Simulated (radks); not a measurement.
The numbers below are computed, except where a source is named.
Question: Mean orbital radii <r> (bohr) of the krypton ion Kr2+, [Ar] 3d10 4s2 4p4, of relativity; Dirac values are averaged over j with weights 2j + 1. Spin-unpolarised spherical Kohn-Sham, PBE, point nucleus unless stated (finite: rms radius 4.1884 fm), a radial shooting solver on a logarithmic mesh with Libxc functionals. A level marked "c x" has the speed of light scaled by that factor and shares open shells by 2j + 1; other Dirac levels either fill j = l - 1/2 first or share by 2j + 1.

| shell | non-rel. |
|---|---|
| 1s | 0.04245 |
| 2s | 0.1878 |
| 2p | 0.1619 |
| 3s | 0.5413 |
| 3p | 0.5450 |
| 3d | 0.5527 |
| 4s | 1.528 |
| 4p | 1.745 |
| 5s (empty) | 3.809 |
| 4d (empty) | 2.703 |

Give the values at the level "Dirac, c x 100".

Answer: 
shell       Dirac, c x 100  change of magnitude (%)
1s                 0.04245                    0.00
2s                  0.1878                    0.00
2p                  0.1619                    0.00
3s                  0.5413                    0.00
3p                  0.5450                    0.00
3d                  0.5527                    0.00
4s                   1.528                    0.00
4p                   1.745                    0.00
5s (empty)           3.809                    0.00
4d (empty)           2.703                    0.00
